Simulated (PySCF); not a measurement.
## FSnN: from structure and modes to constants

Method: PBE0/[Sn def2-TZVP with ECP28, N def2-TZVP, F def2-TZVP], scalar-relativistic core potentials, density fitting, no spin–orbit coupling, PySCF.

The singlet minimum has C∞v symmetry. Masses (u): Sn 119.90220, N 14.00307, F 18.99840.

```xyz
3
charge 0 multiplicity 1, angstrom
Sn    0.0000    0.0000   -0.0700
N     0.0000    0.0000   -1.8920
F     0.0000    0.0000    1.8356
```

Harmonic wavenumbers (cm⁻¹): 89.2 (π, ×2), 610.8 (σ+, ×1), 864.9 (σ+, ×1).

Problem. What is the harmonic zero-point energy?

Solution. Half the sum of all 4 wavenumbers, 1654/2 = 827 cm⁻¹, which is 9.9 kJ/mol (1 cm⁻¹ = 0.0119627 kJ/mol).

Problem. Find the vibrational entropy and heat capacity at 298.15 K.

Solution. With u = 1.43878 ω/T, each mode gives S = R[u/(eᵘ−1) − ln(1−e⁻ᵘ)] and C = R u² eᵘ/(eᵘ−1)².
```tsv
ω (cm⁻¹)	u	S (J/(mol K))	C (J/(mol K))
89.2 (×2)	0.430	15.39	8.19
610.8	2.947	1.81	4.22
864.9	4.174	0.67	2.30
```
The sums over all modes are S = 33.3 and C = 22.9 J/(mol K); the softest mode gives 46 % of the entropy (each member, where degenerate).

Problem. Give the standard entropy (298.15 K, 1 bar) by its translational, rotational, vibrational and spin parts, and Cp.

Solution. Sackur–Tetrode with M = 152.90 u gives 171.6; rotation with symmetry number 1 gives 68.6; vibration 33.3; spin R ln 1 = 0.0. The total is 273.4 J/(mol K), and Cp = 7/2 R + 22.9 = 52.0 J/(mol K).

This need not be the most stable arrangement of these atoms.
